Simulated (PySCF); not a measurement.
## Computed NMR parameters against published values

Bonds (- single, = double, # triple, : aromatic): O1=C2 1.186 Å, C2-F3 1.343 Å, C2-C4 1.477 Å, C4:C5 1.399 Å, C5:C6 1.392 Å, C6:C7 1.395 Å, C7:C8 1.396 Å, C8:C9 1.390 Å, C9:C4 1.400 Å. C5 carries H10; C6 carries H11; C7 carries H12; C8 carries H13; C9 carries H14.

- PBE0-D3(BJ)/def2-SVP structure
- σ from GIAO-PBE/pcSseg-1
- run in PySCF 2.14.0 with density-fitted response routines
- isolated molecule, equivalent nuclei averaged, one conformer, no relativistic terms

Reference values: measured (solution, CDCl3; Marie Gonay, Chloé Batisse, Jean-François Paquin, Synthesis of Acyl Fluorides from Carboxylic Acids Using NaF-Assisted Deoxofluorination with XtalFluor-E, J. Org. Chem. 2020, 85, 10253−10260).
| atoms | quantity | reference | computed |
| --- | --- | --- | --- |
| F3 | δ $^{19}$F vs CFCl3 | 18.0 | 2.5 |

Reference values: measured (solution; E. Pretsch, P. Bühlmann, M. Badertscher, Structure Determination of Organic Compounds, 4th ed., Springer 2009).
```
atoms             quantity  reference  computed
   F3  δ $^{19}$F vs CFCl3       17.0       2.5
```

Reference values: estimated from measurements, as parent shift plus tabulated substituent increment (solution, not stated per compound (mostly CDCl3 or CCl4); Pretsch, Buehlmann, Badertscher, Structure Determination of Organic Compounds, 4th ed. (2009)).
| atoms | quantity | reference | computed |
| --- | --- | --- | --- |
| H10/H14 | δ $^{1}$H | 8.05 | 8.12 |
| H12 | δ $^{1}$H | 7.72 | 7.60 |
| H11/H13 | δ $^{1}$H | 7.55 | 7.53 |

Computed shifts are σ(ref) − σ with the named reference compound (TMS for H and C) calculated as an isolated molecule at the same level.

**Question.** How far are the unscaled $^{19}$F shifts from the references?

**Answer.** Mean signed difference -15.00 ppm, mean absolute 15.00 ppm over 2 comparisons; the largest is -15.5 ppm at F3 (fluorine bonded to C).

**Question.** How far are the unscaled $^{1}$H shifts from the references?

**Answer.** Mean signed difference -0.02 ppm, mean absolute 0.07 ppm over 3 comparisons; the largest is -0.12 ppm at H12 (hydrogen on an aromatic CH).
